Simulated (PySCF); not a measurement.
Compound: C₅H₁₁NO.
Numbering: `[CH3:1][C:2](=[O:3])[NH:4][CH:5]([CH3:6])[CH3:7]` (hydrogens: H8, H9, H10 on C1; H11 on N4; H12 on C5; H13, H14, H15 on C6; H16, H17, H18 on C7)

Computed geometry: GFN2-xTB, gas phase.

Q: List the bond lengths, angles and torsions at this level.

A: 
```tsv
bond	length (Å)
C1–C2	1.517
C2=O3	1.212
C2–N4	1.353
N4–C5	1.449
C5–C6, C5–C7	1.527
C1–H8, C1–H9, C1–H10	1.087
N4–H11	1.008
C5–H12	1.095
C6–H13 and 5 like bonds	1.087
```

Bonds in one row agree within 0.01 Å and their mean is given. A selection of angles:
```tsv
angle	degrees
C2–C1–H8	110.5
H8–C1–H9	109.4
C1–C2–O3	123.6
C1–C2–N4	113.4
O3–C2–N4	123.1
C2–N4–C5	123.6
C2–N4–H11	119.5
C5–N4–H11	116.8
N4–C5–C6	110.2
N4–C5–H12	105.6
C6–C5–C7	111.4
C6–C5–H12	109.7
C5–C6–H13	110.2
H13–C6–H14	108.6
H16–C7–H18	108.5
```

Torsions: C1–C2–N4–C5 180° (antiperiplanar); C2–N4–C5–C6 115° (anticlinal). The mirror-image conformer, all signs reversed, is as good.

Of the pairs four or more bonds apart, O3···H12 is among the closest relative to their van der Waals radii: 2.34 Å, 86 % of the sum of Bondi's values. N4 (amide nitrogen) is planar (angles 123.6°, 119.5° and 116.8°, sum 360.0°, 0.01 Å off the plane of its three neighbours). The 2 C–N bonds span 1.353 Å (C2–N4, drawn single) to 1.449 Å (N4–C5, drawn single), a spread of 0.096 Å.

Point group: near Cs, missed by 0.28 Å at most; the miss may be what the optimiser left on a soft mode. GFN2-xTB frequencies: not computed here. One conformer, not necessarily the lowest.
